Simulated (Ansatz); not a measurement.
Compare A (`C[CH](C)[InH][CH](C)C`) with its isomer B (`[CH3][In]([CH3])[C](C)(C)C`).

Calculated with Ansatz (gas phase, PBE0-D4/def2-TZVP geometries, no zero-point term in ΔE). CCSD(T)/CBS is the MP2 limit (def2-TZVPP, def2-QZVPP) plus CCSD(T) − MP2 in def2-TZVPP, frozen cores. Functionals use def2-TZVPP. B3LYP here is the variant with VWN-RPA as its local correlation; programs differ in this. def2 core potentials past Kr. For In outer-core shells are correlated without core-valence functions, which leaves a few kJ/mol of doubt a bond. Each species was taken in one conformer, which may not be the lowest.

A:

```xyz
22

C     2.198    0.163   -2.328
C     1.593   -0.017   -0.945
C     1.842   -1.423   -0.409
In   -0.550    0.425   -0.889
C    -1.560    0.835    1.008
C    -2.969    0.259    1.047
C    -0.739    0.390    2.211
H     2.087    1.185   -2.703
H     1.731   -0.501   -3.062
H     3.272   -0.068   -2.325
H     2.062    0.696   -0.257
H     1.475   -1.552    0.614
H     2.915   -1.657   -0.400
H     1.363   -2.188   -1.030
H    -1.473    0.406   -2.369
H    -1.639    1.930    1.032
H    -3.485    0.537    1.976
H    -3.583    0.608    0.213
H    -2.961   -0.835    1.009
H    -0.615   -0.697    2.236
H    -1.228    0.672    3.153
H     0.262    0.830    2.219
```

B:

Z-matrix (Å, degrees):
```
C
In 1 2.166
H 1 1.093 2 109.9
H 1 1.091 2 111.8 3 120.8
H 1 1.093 2 110.1 3 -118.1
C 2 2.204 1 119.0 3 59.7
C 2 2.166 1 121.9 3 -118.7
C 6 1.522 2 110.3 1 30.9
C 6 1.525 2 107.4 1 -88.2
C 6 1.522 2 110.4 1 152.6
H 7 1.091 2 111.8 1 -2.1
H 7 1.093 2 110.1 1 -123.2
H 7 1.093 2 109.9 1 118.7
H 8 1.101 6 110.5 2 -177.5
H 8 1.094 6 112.2 2 63.3
H 8 1.094 6 112.2 2 -57.9
H 9 1.095 6 112.4 2 60.9
H 9 1.101 6 110.3 2 179.9
H 9 1.095 6 112.4 2 -61.0
H 10 1.101 6 110.5 2 177.6
H 10 1.094 6 112.2 2 -63.2
H 10 1.094 6 112.2 2 58.0
```

**Question.** Which isomer does CCSD(T)/CBS put lower? Give the gap. (Best estimate.)

**Answer.** Computed: B, by 12.5 kcal/mol.

**Question.** Give E(B) − E(A) in kcal/mol with HF/def2-TZVPP, r2SCAN-D4, LDA (SPW92), PBE-D4, BLYP-D4, B3LYP, B2PLYP. (An estimate is asked.)

**Answer.** The calculation gave: HF/def2-TZVPP -8.4, r2SCAN-D4 -11.6, LDA (SPW92) -10.0, PBE-D4 -10.7, BLYP-D4 -10.9, B3LYP -10.3, B2PLYP -11.6. None reverses the order clearly.

Largest T1 diagnostic: 0.011.

Leaving LDA and LC-ωPBE aside and taking each functional with its dispersion term where it has one, the values, not all of them listed here, spread over 2.2 kcal/mol, from B2PLYP to B97M-V. In def2-TZVPP, CCSD(T) changes the Hartree–Fock value by −3.9 kcal/mol (the triples alone add −0.6 kcal/mol) and MP2 by −5.6 kcal/mol.
